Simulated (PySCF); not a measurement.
Compound: 2-chloro-6-fluoropyridine, C₅H₃ClFN.
Numbering: `[F:1][c:2]1[cH:3][cH:4][cH:5][c:6]([Cl:7])[n:8]1` (hydrogens: H9 on C3; H10 on C4; H11 on C5)

Method: TDDFT CAM-B3LYP/def2-SVPD, vertical, gas phase, core orbitals frozen in the response in PySCF 2.14.0, density-fitted response routines. Isolated species at its PBE0-D3(BJ)/def2-SVP geometry, gas phase.

Computed states:

```json
{"state": "S1", "E (eV)": "5.31", "f": "0.101"}
{"state": "S2", "E (eV)": "5.82", "f": "0.0033"}
{"state": "S3", "E (eV)": "6.10", "f": "0.123"}
{"state": "S4", "E (eV)": "6.26", "f": "0.0001"}
{"state": "S5", "E (eV)": "7.05", "f": "0.0000"}
{"state": "S6", "E (eV)": "7.10", "f": "0.0001"}
{"state": "S7", "E (eV)": "7.20", "f": "0.271"}
{"state": "S8", "E (eV)": "7.39", "f": "0.0057"}
{"state": "S9", "E (eV)": "7.39", "f": "0.435"}
{"state": "S10", "E (eV)": "7.83", "f": "0.0004"}
```

Each state is given a Gaussian of 0.4 eV full width at half maximum, with ε(max) = 2.175×10⁸ f / Δν̃ (Δν̃ the width in cm⁻¹). The width is an assumption, not a result. The curve ends short of the highest state used, and states not computed would add to its high-energy end.

Question: What does the envelope look like, and where are its maxima?

Answer: 
```csv
λ (nm),ε (L mol⁻¹ cm⁻¹)
171.5,36448
175.5,18041
179.5,4781
183.4,711
187.4,135
191.4,693
195.4,2898
199.4,6492
203.3,8336
207.3,6652
211.3,3528
215.3,1541
219.3,1316
223.2,2585
227.2,4775
231.2,6512
235.2,6580
239.2,5057
243.1,3082
247.1,1487
251.1,587
255.1,193
259.1,54
263.0,13
```

Maxima: 233 nm (5.31 eV), ε about 6800, made up of S1 (100%); 203 nm (6.10 eV), ε about 8300, made up of S3 (99%) (ε in L mol⁻¹ cm⁻¹; maxima over ε = 5, shares over 10%). At its high-energy end, 7.23 eV, the curve is still rising (ε about 36000, from S7 and S9).

Question: What would ε be at 6.10 eV, the highest of these maxima, with half the width (0.2 eV)?

Answer: About 16500 L mol⁻¹ cm⁻¹ against 8340, a factor of about 1.98; a lone state at its own centre would give exactly 2.

Question: Coming from long wavelengths, where does ε first pass 100 L mol⁻¹ cm⁻¹?

Answer: At about 257 nm (4.82 eV), 0.49 eV below S1.

Question: On this curve, what absorbance would a 10⁻³ mol/L sample give at 248 nm over a 1 cm path?

Answer: 248 nm is 4.999 eV, where ε is about 1200 L mol⁻¹ cm⁻¹, so A = ε c l ≈ 1.2 (Beer–Lambert, with the gas-phase spectrum and the assumed width).

The vertical ionisation energy (ΔSCF) is 9.67 eV, 1.84 eV above S10.

The run took 2.4 min wall on x86-64 server, one thread, shared host.
